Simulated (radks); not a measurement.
Q: Tl4+, 77 electrons, occupied as [Xe] 4f14 5d9 (the NIST ground configuration). Calculated with a radial shooting solver on a logarithmic mesh with Libxc functionals: Dirac Kohn-Sham, AM05, spin-unpolarised, spherical densities, point nucleus; open shells fill j = l - 1/2 first.

Spin-orbit splittings of the eigenvalues, e(l+1/2) - e(l-1/2), with zeta = 2 splitting/(2l+1) and mean radii in bohr:

| shell | occ. | splitting (eV) | zeta (eV) | <r> j=l-1/2 | <r> j=l+1/2 |
|---|---|---|---|---|---|
| 2p | 6 | 2063 | 1376 | 0.05591 | 0.06470 |
| 3p | 6 | 458.7 | 305.8 | 0.1675 | 0.1836 |
| 3d | 10 | 98.02 | 39.21 | 0.1595 | 0.1644 |
| 4p | 6 | 111.8 | 74.50 | 0.3932 | 0.4277 |
| 4d | 10 | 20.85 | 8.341 | 0.4335 | 0.4446 |
| 4f | 14 | ? | ? | 0.4642 | 0.4707 |
| 5p | 6 | 20.63 | 13.75 | 0.9363 | 1.027 |
| 5d | 9 | 2.482 | 0.9929 | 1.275 | 1.314 |
| 6p | 0 | 3.158 | 2.105 | 2.332 | 2.524 |

Estimate the 4f splitting.

A: 4.607 eV (zeta = 1.316 eV).
